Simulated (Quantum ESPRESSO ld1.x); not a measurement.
Rb+, configuration [Kr] (the NIST ground configuration). Calculated with ld1.x of Quantum ESPRESSO 7.5: scalar-relativistic Kohn-Sham, relativistic LDA (MacDonald-Vosko exchange, VWN5 correlation), spin-unpolarised, spherical densities, point nucleus.

Normalised radial functions P(r) = r R(r), r in bohr:

r	3p	5p
0.001356	0.0014	0.0001
0.001605	0.0019	0.0002
0.001898	0.0026	0.0002
0.002245	0.0035	0.0003
0.002656	0.0048	0.0005
0.003142	0.0065	0.0006
0.003717	0.0088	0.0008
0.004432	0.0121	0.0012
0.005243	0.0165	0.0016
0.006202	0.0223	0.0021
0.007336	0.0302	0.0029
0.008678	0.0407	0.0039
0.01027	0.0546	0.0053
0.01214	0.0731	0.0070
0.01437	0.0972	0.0094
0.01699	0.1285	0.0124
0.0201	0.1684	0.0162
0.02378	0.2184	0.0210
0.02813	0.2799	0.0269
0.03354	0.3573	0.0343
0.03968	0.4428	0.0425
0.04694	0.5369	0.0515
0.05553	0.6339	0.0606
0.06568	0.7241	0.0690
0.0777	0.7932	0.0752
0.09191	0.8227	0.0773
0.1087	0.7912	0.0733
0.1286	0.6781	0.0610
0.1521	0.4691	0.0393
0.18	0.1632	0.0082
0.2129	-0.2206	-0.0297
0.2519	-0.6402	-0.0692
0.3003	-1.0520	-0.1040
0.3553	-1.3485	-0.1218
0.4202	-1.4965	-0.1167
0.4971	-1.4748	-0.0850
0.5881	-1.3022	-0.0286
0.6956	-1.0307	0.0445
0.8229	-0.7277	0.1211
0.9734	-0.4541	0.1850
1.152	-0.2473	0.2205
1.362	-0.1155	0.2158
1.611	-0.0453	0.1661
1.906	-0.0145	0.0747
2.255	-0.0037	-0.0477
2.689	-0.0007	-0.1903
3.181	-0.0001	-0.3180
3.762	0.0000	-0.4150
4.451	0.0000	-0.4645
5.265	0.0000	-0.4601
6.228	0.0000	-0.4077
7.368	0.0000	-0.3237
8.715	0.0000	-0.2287
10.31	0.0000	-0.1418
12.2	0.0000	-0.0758
14.43	0.0000	-0.0340
17.07	0.0000	-0.0124
20.35	0.0000	-0.0033
24.07	0.0000	-0.0007
28.48	0.0000	-0.0001
33.69	0.0000	0.0000
39.85	0.0000	0.0000
47.14	0.0000	0.0000
55.76	0.0000	0.0000

3p: eigenvalue -230.10 eV, 1 radial node at r = 0.194 bohr, <r> = 0.520 bohr, 90 % of the charge inside 0.792 bohr. 5p (empty): eigenvalue -3.499 eV, 3 radial nodes at r = 0.187, 0.630, 2.12 bohr, <r> = 5.64 bohr, 90 % of the charge inside 8.43 bohr.
